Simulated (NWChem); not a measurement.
Molecule: CH₃F₂NZr; SMILES C[N]=[Zr]([F])[F]

No frequency run checked for a minimum. def2 effective core potentials on Zr; no spin-orbit coupling.

**Question.** Give the equilibrium geometry at PBE0/def2-SVP with def2 effective core potentials on Zr (NWChem) as an XYZ file, with the point group.

**Answer.** point group C1; any orientation.
```
8

Zr     0.0944    -0.3653    -0.3528
N      0.0794     1.4406    -0.2466
C      0.0171     2.8377     0.0028
H      0.9624     3.3504    -0.2569
H     -0.7936     3.3328    -0.5645
H     -0.1699     3.0444     1.0727
F     -1.6938    -1.1047    -0.2277
F      1.5144    -1.1326     0.7217
```
